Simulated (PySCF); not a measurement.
Constitutional and geometric isomers with formula H5FSi3. Gas-phase values, no solvent. One relaxed conformer stands for each flexible species; it need not be the lowest. Strings in code marks are SMILES.

The HOMO from two functionals at the same geometries (ωB97X-D3(BJ)/def2-TZVP), both in PySCF: PBE-D3(BJ)/def2-TZVP and ωB97X-D3(BJ)/def2-TZVP. 

| species | PBE-D3(BJ)/def2-TZVP (eV) | ωB97X-D3(BJ)/def2-TZVP (eV) |
|---|---|---|
| `[SiH2]=[Si](F)[SiH3]` | -5.22 | -8.07 |
| `F/[SiH]=[SiH]/[SiH3]` | -5.47 | -8.33 |
| `F/[SiH]=[SiH]\[SiH3]` | -5.38 | -8.23 |
| `F[SiH2][SiH]=[SiH2]` (F–Si–Si–Si torsion 1°) | -5.35 | -8.17 |

Over these rows, drawn at random from the members with no instability flagged (it was tested for open shells, ions and some series alone), PBE minus ωB97X-D3(BJ): mean +2.84 eV, from +2.82 eV to +2.85 eV.
